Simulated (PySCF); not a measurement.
Species: C8H9BO2Si.
Structure used (PBE0-D3(BJ)/def2-SVP), in Å, numbered top down from 1:
```
atom  x, y, z in Å
O1     3.044    0.207   -1.283
B2     2.007   -0.407   -0.658
O3     2.131   -1.740   -0.378
C4     0.761    0.461   -0.250
C5     0.980    1.799    0.123
C6    -0.051    2.614    0.580
C7    -1.352    2.107    0.672
C8    -1.615    0.798    0.284
C9    -0.560   -0.023   -0.186
C10   -0.993   -1.373   -0.613
C11   -2.296   -1.700   -0.475
Si12  -3.192   -0.221    0.240
H13    3.774   -0.403   -1.436
H14    1.411   -2.078    0.162
H15    1.994    2.200    0.053
H16    0.155    3.647    0.868
H17   -2.157    2.750    1.040
H18   -0.262   -2.056   -1.058
H19   -2.677   -2.676   -0.784
H20   -4.258    0.330   -0.652
H21   -3.793   -0.457    1.589
```

Method used: PBE0-D3(BJ)/def2-SVP geometry optimisation, gas phase in PySCF 2.14.0.

Masses are those of the commonest isotopes; rigid-rotor values at the optimised geometry. The values belong to one conformer with, in the numbering `[OH:1][B:2]([OH:3])[c:4]1[cH:5][cH:6][cH:7][c:8]2[c:9]1[CH:10]=[CH:11][SiH2:12]2`, H–O1–B2–O3 -1°, O1–B2–O3–H 173°.

Problem. Give the principal moments of inertia and the rotational constants in cm⁻¹.

Solution. Ia = 370.99, Ib = 789.37, Ic = 1125.52 u·Å²; 505379 MHz·u·Å²/I gives 1362, 640.2 and 449.0 MHz, that is A = 0.04544, B = 0.02136, C = 0.01498 cm⁻¹.

Problem. What kind of rotor is it?

Solution. An asymmetric top. Ray's parameter κ = (2B − A − C)/(A − C) = -0.581; −1 is the prolate and +1 the oblate limit.

Problem. What does the inertial defect say?

Solution. Not planar: Δ = Ic − Ia − Ib = -34.84 u·Å². For a rigid frame Δ = −2 Σ m c², so Σ m c² = 17.42 u·Å² lies off the ab plane: 4.65 from hydrogen and 12.77 from heavier atoms. The atom farthest from that plane is 1.23 Å away.

Problem. List the rotational levels J(Ka,Kc) to J = 5 (MHz).

Solution. Above 0(0,0):
J = 1: 1(0,1) 1089, 1(1,1) 1811, 1(1,0) 2002
J = 2: 2(0,2) 3235, 2(1,2) 3799, 2(1,1) 4372, 2(2,1) 6538, 2(2,0) 6571
J = 3: 3(0,3) 6376, 3(1,3) 6760, 3(1,2) 7904, 3(2,2) 9806, 3(2,1) 9966, 3(3,1) 13913, 3(3,0) 13917
J = 4: 4(0,4) 10447, 4(1,4) 10678, 4(1,3) 12565, 4(2,3) 14137, 4(2,2) 14582, 4(3,2) 18327, 4(3,1) 18352, 4(4,1) 24000, 4(4,0) 24001
J = 5: 5(0,5) 15409, 5(1,5) 15534, 5(1,4) 18304, 5(2,4) 19510, 5(2,3) 20436, 5(3,3) 23854, 5(3,2) 23952, 5(4,2) 29520, 5(4,1) 29523, 5(5,1) 36811, 5(5,0) 36811
The levels of one J sum to (2J + 1)J(J + 1)(A + B + C)/3.

Problem. Which types of transition are allowed, and where do some lines up to J = 5 fall?

Solution. The dipole components are |μa| = 0.04 D, |μb| = 0.58 D, |μc| = 0.80 D. Intensities carry the squares of the components, which stand as 0.00 : 0.53 : 1.00 (a : b : c). Some lines, for components of 0.1 D or more:

| type | branch | J(Ka,Kc) | MHz | lower level (cm⁻¹) |
| --- | --- | --- | --- | --- |
| c | R | 1(1,0) ← 0(0,0) | 2002 | 0.000 |
| b | R | 5(2,3) ← 4(3,2) | 2109 | 0.611 |
| b | Q | 4(1,3) ← 4(0,4) | 2117 | 0.348 |
| b | Q | 2(2,1) ← 2(1,2) | 2740 | 0.127 |
| b | R | 4(1,3) ← 3(2,2) | 2759 | 0.327 |
| b | Q | 3(2,2) ← 3(1,3) | 3046 | 0.225 |
| c | Q | 5(3,3) ← 5(2,3) | 3418 | 0.682 |
| b | R | 3(1,3) ← 2(0,2) | 3526 | 0.108 |
| b | Q | 4(3,2) ← 4(2,3) | 4190 | 0.472 |
| c | R | 3(1,2) ← 2(0,2) | 4669 | 0.108 |
| b | R | 5(1,5) ← 4(0,4) | 5086 | 0.348 |
| b | R | 3(2,2) ← 2(1,1) | 5434 | 0.146 |
| c | Q | 5(4,2) ← 5(3,2) | 5569 | 0.799 |
| b | Q | 5(4,2) ← 5(3,3) | 5666 | 0.796 |
| b | R | 3(2,1) ← 2(1,2) | 6167 | 0.127 |
| b | Q | 5(5,0) ← 5(4,1) | 7287 | 0.985 |
| c | R | 3(3,0) ← 2(2,0) | 7345 | 0.219 |
| b | R | 3(3,0) ← 2(2,1) | 7379 | 0.218 |
| c | R | 5(2,3) ← 4(1,3) | 7871 | 0.419 |
| c | R | 4(4,1) ← 3(3,1) | 10087 | 0.464 |
| b | R | 5(4,2) ← 4(3,1) | 11168 | 0.612 |
| c | R | 5(5,1) ← 4(4,1) | 12810 | 0.801 |

Stationary, but not proved a minimum. Constants of a rigid frame at the computed geometry: no zero-point averaging, no centrifugal distortion. Quadrupole hyperfine structure (11B) is left out.
